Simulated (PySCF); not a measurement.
# One molecule, several mistakes: BFH5Si2

Calculated results; nothing here was measured. The program is PySCF 2.14.0, an open-source quantum chemistry code, run on an isolated molecule that a program drew, which may never have been made. The molecule is BFH5Si2 (charge 0, doublet), drawn as the SMILES string `F[SiH2]B[SiH2]`.

Each row is a Hartree-Fock (HF) and frozen-core CCSD(T) single point in the cc-pV(D+d)Z basis, meant for a local HF minimum. Run 1 is clean. Each other run has one planted mistake out of seven kinds, and not every kind appears here: one electron removed, one electron added, multiplicity raised by two, geometry at a saddle point, minimal basis STO-3G, one bond length entered in bohr, all coordinates scaled. The reference is restricted for singlets and unrestricted otherwise, and also for a bond in bohr. Adding or removing an electron swaps singlet and doublet. Electrons count all cores. HOMO and LUMO are orbital energies over both spins, the gradient is its largest component, and the lowest frequency (negative if imaginary) is given only where the gradient is small. Bond lengths are over the 8 bonds as drawn. T1 is the CCSD diagnostic: over 0.02 (restricted) or 0.045 (unrestricted) a single reference is doubtful.

Geometry of the clean run:
```xyz
9
BFH5Si2, angstrom
F    -2.2443   -0.7760   -0.0567
Si   -1.8421    0.1351   -1.3453
B     0.1611    0.1628   -1.5849
Si    1.3698   -0.7861   -0.4086
H    -2.3906    1.4856   -1.0934
H    -2.5330   -0.4573   -2.5115
H     0.6387    0.7892   -2.4905
H     0.9439   -1.5974    0.7454
H     2.8385   -0.7865   -0.5568
```

| run | electrons | basis functions | <S^2> | HOMO (eV) | LUMO (eV) | gradient (hartree/bohr) | lowest frequency (cm^-1) | mean bond (Å) | longest bond (Å) | T1 | HF (hartree) | CCSD(T) (hartree) | mistake |
|---|---|---|---|---|---|---|---|---|---|---|---|---|---|
| 1 | 47 | 99 | 0.761 | -8.61 | 0.06 | 2.5e-05 | 89 | 1.5862 | 2.018 | 0.0146 | -704.90647 | -705.42509 | no fault |
| 2 | 47 | 99 | 0.760 | -8.65 | 0.06 | 9.9e-03 | - | 1.5688 | 1.996 | 0.0142 | -704.90547 | -705.42320 | all coordinates scaled |
| 3 | 48 | 99 | 0.000 | -1.47 | 7.29 | 3.9e-02 | - | 1.5862 | 2.018 | 0.0155 | -704.93070 | -705.49211 | ? |
| 4 | 47 | 33 | 0.760 | -5.67 | 5.06 | 2.8e-02 | - | 1.5862 | 2.018 | 0.0164 | -696.46552 | -696.63684 | ? |

**Which mistake was planted in run 3, and what did it cost?**

It counts 48 electrons, one more than the clean run, at the same geometry and basis. So the mistake is: one electron added. Subtracting run 1 and multiplying by 627.51 kcal/mol a hartree, the energy moved by -15.2 kcal/mol in HF and -42.1 kcal/mol in CCSD(T).

**Which mistake was planted in run 4, and what did it cost?**

It has 33 basis functions where the clean run has 99, with the same electrons and geometry. So the mistake is: minimal basis STO-3G. Subtracting run 1 and multiplying by 627.51 kcal/mol a hartree, the energy moved by 5296.8 kcal/mol in HF and 5514.7 kcal/mol in CCSD(T).

